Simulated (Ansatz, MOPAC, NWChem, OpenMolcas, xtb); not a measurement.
**SnCl2 (SMILES [Cl][Sn][Cl]): the highest harmonic wavenumber at each level's own minimum, rung by rung**

SnCl2, singlet, SMILES `[Cl][Sn][Cl]`. Each level relaxes the structure for itself.

Each level gives the highest harmonic wavenumber at each level's own minimum (cm⁻¹). The values are calculated.

| level | kind | program | value (cm⁻¹) |
| --- | --- | --- | --- |
| PM6 | semi-empirical | MOPAC | 355 |
| PM6-D3H4 | semi-empirical | MOPAC | 355 |
| PM6-DH+ | semi-empirical | MOPAC | 355 |
| GFN2-xTB | semi-empirical | xtb | 327 |
| HF/3-21G | Hartree–Fock | OpenMolcas | 354 |
| BP86/def2-SVP (core potential) | GGA | NWChem | 346 |
| PBE/def2-SVP (core potential) | GGA | NWChem | 351 |
| PBE0-D4/def2-TZVP (core potential) | global hybrid | Ansatz | 358 |
| PBE0/def2-SVP (core potential) | global hybrid | OpenMolcas | 365 |

All-electron rows without a relativistic Hamiltonian named are non-relativistic, while core potentials hold scalar relativity, so basis and relativity change together. Harmonic and unscaled. The values span 327 to 365 cm⁻¹.
